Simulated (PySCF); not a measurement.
This PySCF input asks for the NMR shieldings of SMILES ClB(Cl)C1=C[C@@H]2CC[C@H]1C2, C7H9BCl2; the geometry comes from GFN2-xTB.

```python
import basis_set_exchange as bse
import numpy as np
from pyscf import gto, dft
from pyscf.prop import nmr

atoms = """
Cl    3.613137    0.397534   -1.559984
B     2.638054    0.318120   -0.136450
Cl    3.365645    0.727646    1.374395
C     1.166889   -0.104965   -0.215020
C     0.415236   -0.312364   -1.314628
C    -0.986892   -0.608887   -0.886249
C    -1.529777    0.740364   -0.349593
C    -0.698408    0.965380    0.925505
C     0.219772   -0.276351    0.961509
C    -0.724346   -1.354899    0.426010
H     0.728175   -0.202695   -2.337676
H    -1.625270   -1.086149   -1.624562
H    -2.591173    0.646863   -0.123706
H    -1.401419    1.538488   -1.079192
H    -0.118208    1.885836    0.889544
H    -1.328539    0.993149    1.813212
H     0.697079   -0.455293    1.920701
H    -1.617473   -1.488059    1.033199
H    -0.232285   -2.314469    0.275523
"""
names = dict.fromkeys(["Cl", "B", "C", "H"], "pcSseg-1")
basis = {el: gto.basis.parse(bse.get_basis(n, elements=[el], fmt="nwchem")) for el, n in names.items()}
mol = gto.M(atom=atoms, basis=basis, charge=0, verbose=0)
mf = dft.RKS(mol, xc="PBE0")
mf.grids.level = 2
mf.grids.alignment = dft.numint.BLKSIZE   # the property module wants whole blocks of grid points
mf.conv_tol = 1e-9
mf.kernel()

calc = nmr.RKS(mf)   # GIAO
C = mf.mo_coeff
Co = C[:, mf.mo_occ > 0]
resp = mf.gen_response(singlet=True, hermi=2)
def vind(x):   # induced exchange potential for any number of trial vectors
    d = np.einsum("pi,xij,qj->xpq", C, 2 * x.reshape(-1, C.shape[1], Co.shape[1]), Co, optimize=True)
    return np.einsum("xpq,pi,qj->xij", resp(d - d.transpose(0, 2, 1)), C, Co, optimize=True).ravel()
mo1, _ = nmr.rhf.solve_mo1(calc, with_cphf=vind)
sigma = calc.kernel(mo1)
for i, s in enumerate(sigma):   # ppm
    print("%2d %-2s %9.2f" % (i, mol.atom_pure_symbol(i), np.trace(s) / 3))
```

Q: What are the results?

A: 
```
 0 Cl    735.20
 1 B      49.98
 2 Cl    711.26
 3 C      28.79
 4 C      14.04
 5 C     138.29
 6 C     160.77
 7 C     160.21
 8 C     139.29
 9 C     135.41
10 H      24.03
11 H      28.74
12 H      29.83
13 H      30.69
14 H      30.73
15 H      29.91
16 H      28.43
17 H      30.60
18 H      30.27
```

These numbers come from an equivalent density-fitted implementation of the same equations, which agrees with the script to about 0.01 ppm for H and up to a few tenths of a ppm for heavy atoms, so last digits may differ.

Size and cost of the density-fitted run: 229 basis functions, 63 s wall time on 1 thread of an Arm Neoverse V2, shared host; peak memory 1 GiB.
